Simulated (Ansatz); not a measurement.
Reaction (formal hydrolysis of the Hf–F bond): `[NH2][Hf]([NH2])([F])[Cl]` + H₂O → `[NH2][Hf]([NH2])([OH])[Cl]` + H–F

Gas-phase electronic energies from Ansatz, PBE0-D4/def2-TZVP geometries. CCSD(T)/CBS adds triple-zeta CCSD(T) − MP2 to the extrapolated MP2 energy (def2 sets, frozen cores). This one scheme is used for every species. DFT in def2-TZVPP. HSE06 is defined as in plane-wave codes. Elements past krypton have def2 core potentials. For Hf outer-core shells are correlated without core-valence functions, which leaves a few kJ/mol of doubt a bond. Each species was taken in one conformer, which may not be the lowest.

```csv
level,ΔE (kJ/mol)
r2SCAN-D4,53.8
PBE0-D4,50.2
CAM-B3LYP-D4,51.4
PBE0,52.0
HSE06,51.8
LC-ωPBE,54.3
CCSD(T)/def2-TZVPP,45.2
MP2/CBS(def2),41.8
```

Q: What does CCSD(T)/CBS give? (An estimate is asked.)

A: Ansatz gave: +45.2 kJ/mol. The listed levels differ from it by 8.6, 5.0, 6.2, 6.8, 6.6, 9.1, 0.0, -3.4 kJ/mol.

Largest T1 diagnostic among the species: 0.014.

Leaving LDA and LC-ωPBE aside and taking each functional with its dispersion term where it has one, the values, not all of them listed here, spread over 8.4 kJ/mol, from PBE-QIDH to B97M-V. LDA lies −7.5 kJ/mol from PBE without D4. From BLYP to BHLYP (50 % exact exchange), in def2-TZVPP and without D4, ΔE moves by −5.0 kJ/mol. In def2-TZVPP, CCSD(T) changes the Hartree–Fock value by −7.1 kJ/mol (the triples alone add −0.6 kJ/mol) and MP2 by −10.4 kJ/mol.
